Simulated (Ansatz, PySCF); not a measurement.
diantimony (Sb₂), singlet, geometry from GFN2-xTB (core potentials on Sb). Base run: PySCF with CASSCF(4,5)/def2-SVP.

PySCF was given this input:
```python
from pyscf import gto, scf, mcscf
import numpy

mol = gto.Mole()
mol.atom = '''
    Sb   -0.00000000   -0.00000000   -1.26715205
    Sb    0.00000000    0.00000000    1.26715205
'''
mol.basis = 'def2-svp'
mol.ecp = {'Sb': 'def2-svp'}
mol.verbose = 4
mol.build()

mf = scf.RHF(mol)
mf.kernel()
mc = mcscf.CASSCF(mf, 5, 4)
mc.fix_spin_(ss=0.0)
mc.kernel()
occ = numpy.linalg.eigvalsh(mc.fcisolver.make_rdm1(mc.ci, mc.ncas, mc.nelecas))[::-1]
ss = mc.fcisolver.spin_square(mc.ci, mc.ncas, mc.nelecas)[0]
print('natural occupations', occ.round(4), ' <S^2>', round(ss, 4))
```

Programs used: Ansatz (an electronic-structure program), PySCF; a row that names a program was run with it.

Variants of this job, named by their change:

```
change                                            ΔE vs base (mEh)                      natural occupations  <S^2> of the state
------------------------------------------------  ----------------  ---------------------------------------  ------------------
base                                                         0.000                 1.83 1.83 0.17 0.17 0.00                0.00
code = ansatz                                               -1.273                                        -                   -
start = MP2 natural orbitals                                 0.000                 1.83 1.83 0.17 0.17 0.00                0.00
correction = SC-NEVPT2                                      -206.2                 1.83 1.83 0.17 0.17 0.00                0.00
active space = 10 electrons, 8 orbitals                    -30.876  1.99 1.99 1.96 1.86 1.86 0.15 0.15 0.05                0.00
conv_tol = 1e-5                                              0.000                 1.83 1.83 0.17 0.17 0.00                0.00
active space = 2 electrons, 4 orbitals                      36.131                      1.82 0.18 0.00 0.00                0.00
active space = 4 electrons, 4 orbitals                       0.219                      1.83 1.83 0.17 0.17                0.00
state_average = 2 states                                     0.652                                        -                   -
active space = 6 electrons, 8 orbitals                     -25.982  1.95 1.85 1.85 0.15 0.15 0.04 0.01 0.00                0.00
orbitals = fixed (CASCI); correction = SC-NEVPT2            -201.9                 1.85 1.85 0.15 0.15 0.00                0.00
```

Active orbitals are taken around the Fermi level unless the row says otherwise; CASSCF can end in different local minima, and two programs can end on different orbitals. State-averaged rows give the lowest state.
